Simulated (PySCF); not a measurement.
**Name the molecule from its bond curve**

A diatomic of charge 0 contains Rb. Its singlet curve at PBE0 in a triple-zeta basis (spin-free X2C with a Gaussian nucleus, PySCF), in eV from the separated fragments:

(R (Å), E (eV)): (2.392, -3.670), (2.503, -4.008), (2.614, -4.189), (2.698, -4.250), (2.781, -4.265), (2.864, -4.245), (2.976, -4.180), (3.115, -4.060), (3.282, -3.884), (3.504, -3.629)

The fit gives ωe = 237 cm⁻¹ and the rotational constant Bₑ = 0.08865 cm⁻¹.

**Question.** Which atom is the partner?

**Answer.** The minimum lies at 2.771 Å, so the reduced mass is 16.8576 u Å² cm⁻¹/(Bₑ·Re²) = 24.77 u. With Rb at 84.91 u the partner weighs about 35.0 u: Cl. The molecule is RbCl.
